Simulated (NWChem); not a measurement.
Isomers of C₂H₉NSi, each optimised at PBE0/def2-SVP with NWChem, gas phase unless a solvent is named. Flexible species stand in one conformer each, which need not be the lowest.  Relative energies count from the lowest isomer at each level and are electronic, without zero-point energy, on those geometries.

A: CN(C)[SiH3]
B: C[C@@H](N)[SiH3]
C: CNC[SiH3]
D: C[SiH2]CN

```json
[
 {"quantity": "relative energy, PBE/def2-TZVP (kcal/mol)", "A": "3.1", "B": "8.9", "C": "16.5", "D": "0.0"},
 {"quantity": "relative energy, LDA (Slater exchange, VWN5)/def2-TZVP (kcal/mol)", "A": "1.3", "B": "7.6", "C": "15.5", "D": "0.0"},
 {"quantity": "relative energy, PBE0/def2-TZVP (kcal/mol)", "A": "2.8", "B": "9.4", "C": "17.2", "D": "0.0"},
 {"quantity": "SMD solvation free energy in toluene, PBE0/def2-SVP (kcal/mol)", "A": "-1.9", "B": "-2.5", "C": "-2.5", "D": "-2.5"}
]
```
